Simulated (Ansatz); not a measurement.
Consider the cleavage of the Ge–Si bond: `F[SiH](F)[GeH3]` + `N[SiH](F)F` → `F[SiH](F)[NH][GeH3]` + `F[SiH2]F`.

Calculated with Ansatz (gas phase, PBE0-D4/def2-TZVP geometries, no zero-point term in ΔE). CCSD(T)/CBS is the MP2 limit (def2-TZVPP, def2-QZVPP) plus CCSD(T) − MP2 in def2-TZVPP, frozen cores. This one scheme is used for every species. DFT in def2-TZVPP. For Ge outer-core shells are correlated without core-valence functions, which leaves a few kJ/mol of doubt a bond. Scalar relativity is left out up to krypton. One conformer a species, not always the lowest.

Q: Is it downhill or uphill in electronic energy at CCSD(T)/CBS, and by how much? (An estimate is asked.)

A: Ansatz gave: Downhill: ΔE = -6.8 kJ/mol.

Q: What do these levels give: ωB97M-V, r2SCAN, CCSD/def2-TZVPP, SCS-MP2/def2-QZVPP, MP2/CBS(def2), CCSD/CBS(def2)? (Best estimate.)

A: Computed: ωB97M-V -3.9, r2SCAN 3.7, CCSD/def2-TZVPP -12.0, SCS-MP2/def2-QZVPP -18.2, MP2/CBS(def2) -12.3, CCSD/CBS(def2) -7.3 kJ/mol.

Largest T1 diagnostic among the species: 0.012.

From PBE to PBE0 (25 % exact exchange), in def2-TZVPP and without D4, ΔE moves by −6.2 kJ/mol. In def2-TZVPP, CCSD(T) changes the Hartree–Fock value by +9.9 kJ/mol (the triples alone add +0.5 kJ/mol) and MP2 by +4.4 kJ/mol.
